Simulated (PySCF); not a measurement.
Ethyl methacrylate, C₆H₁₀O₂.
Structure used (PBE0-D3(BJ)/def2-SVP), in Å, numbered top down from 1:
```xyz
18
C6H10O2 angstrom
C      1.804    1.160    0.648
C      1.647    0.079   -0.127
C      2.760   -0.626   -0.834
C      0.297   -0.522   -0.337
O      0.111   -1.514   -0.999
O     -0.688    0.140    0.278
C     -2.001   -0.385    0.109
C     -2.962    0.524    0.829
H      2.792    1.600    0.807
H      0.949    1.627    1.139
H      2.828   -1.674   -0.503
H      3.723   -0.130   -0.654
H      2.571   -0.662   -1.918
H     -2.030   -1.414    0.505
H     -2.224   -0.456   -0.968
H     -2.925    1.542    0.416
H     -2.723    0.579    1.902
H     -3.990    0.146    0.724
```

Computed with TDDFT B3LYP/def2-SVPD, vertical, gas phase, core orbitals frozen in the response in PySCF 2.14.0, density-fitted response routines.

Transition dipole moments from the ground state, in atomic units and in the frame of the coordinates above (overall signs are arbitrary), for the states with f of 0.002 or more among the lowest 9:

```
state  E (eV)      μx      μy      μz
   S2   5.864   0.745   0.765   0.446
   S3   6.510  -0.017  -0.771  -0.552
   S4   7.065  -0.011   0.124  -0.174
   S6   7.277   0.205  -0.092  -0.086
   S9   7.816   0.313   0.249   0.120
```

Question: What oscillator strength does each state have?

Answer: f = (2/3) ΔE |μ|² with ΔE in hartree (27.2114 eV).

| state | \|μ\|² (au) | \|μ\| (D) | f |
| --- | --- | --- | --- |
| S2 | 1.339 | 2.94 | 0.192 |
| S3 | 0.900 | 2.41 | 0.144 |
| S4 | 0.046 | 0.54 | 0.008 |
| S6 | 0.058 | 0.61 | 0.010 |
| S9 | 0.174 | 1.06 | 0.033 |

Question: What angle do the transition dipoles of S6 and S9 make?

Answer: |cos θ| = |μa·μb| / (|μa| |μb|) = 0.31, so θ ≈ 72° (taken between 0 and 90°, since the signs are arbitrary).

Question: What peak molar absorption coefficient would the strongest computed level give as a lone Gaussian band 0.3 eV wide at half height?

Answer: ε(max) = 2.175×10⁸ f / FWHM, with the width in cm⁻¹. S2: 2.175×10⁸ × 0.1923 / 2420 ≈ 17000 L mol⁻¹ cm⁻¹.

The vertical ionisation energy (ΔSCF) is 10.10 eV, 2.28 eV above S9.

The run took 5.4 min on one thread of an Arm Neoverse V1, on a shared host.

One conformer stands for the species.
